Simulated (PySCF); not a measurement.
# Simulated characterisation data

- J couplings at B3LYP/pcJ-1 (spin–dipole term left out of most H,H and C,H couplings)
- shielding tensors at PBE0/pcSseg-1 (GIAO)
- geometry: GFN2-xTB
- code: PySCF 2.14.0 with density-fitted response routines
- no solvent, no relativistic terms, a single conformation, averaged over atoms made equivalent by symmetry, fast rotation or ring inversion

Scale: TMS for $^{1}$H, $^{13}$C (reference shieldings calculated alike). Multiplet labels drop J under 1 Hz and among equivalent protons, and merge close values. Unscaled 3J(H,H) run several per cent high. Where no couplings were computed, multiplicities follow the n + 1 count of equivalent neighbours, and m marks all less simple cases (inequivalent or close neighbours, rings, F or P nearby). One-bond C–F couplings are unscaled and too large by tens of Hz. Shifts are as computed. Against solution values, carbons near 30 ppm lie about +3 ppm off and those near 130 ppm about +5 ppm; carbons on Cl a further +6 ppm. Of 1211 compounds with measured shifts, 218 miss one by over three times the rms of a fit or turn the order of signals round; such compounds aren't used in these exercises. Carbons bonded to Cl come out too deshielded. OH and NH positions are gas-phase values without hydrogen bonding to other molecules.

Compound 1 (C5H7ClO2). $^{1}$H NMR (400 MHz, computed): δ 4.43 (m, 1H), 4.40 (m, 1H), 4.34 (m, 1H), 3.11 (m, 1H), 2.63 (m, 1H), 2.28 (m, 1H), 1.96 (m, 1H). $^{13}$C{$^{1}$H} NMR (computed): δ 171.6 (C), 65.0 (CH2), 57.0 (CH), 44.1 (CH2), 39.9 (CH2). Structure: `O=C1C[C@@H](Cl)CCO1`.

Compound 2 (C3H4FN3). $^{1}$H NMR (400 MHz, computed): δ 10.60 (br s, 1H), 2.45 (d, J = 1.8 Hz, 3H). $^{13}$C{$^{1}$H} NMR (computed): δ 168.8 (d, J = 309.9 Hz), 120.3 (d, J = 29.3 Hz), 7.9 (d, J = 3.5 Hz). Structure: `c1(F)c(C)[nH]nn1`.
